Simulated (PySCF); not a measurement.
A structure optimised at r2SCAN-D4/def2-SVP, used in a PySCF frequency run:

```
O
C 1 1.4204
H 2 1.1031 1 109.33
H 2 1.1031 3 108.15 1 119.06
H 2 1.1043 3 108.32 4 117.18
Ga 1 1.7557 2 122.15 3 -121.77
F 6 1.7319 1 121.18 2 -179.90
F 6 1.7418 7 118.15 1 179.94
```
Charge 0, spin multiplicity 1.

### Question
Write its SMILES and formula.

### Answer
C[O][Ga]([F])[F], CH3F2GaO

### Question
What are its rotational constants (standard atomic weights)?

### Answer
5.8551, 2.5940, 1.8184 GHz
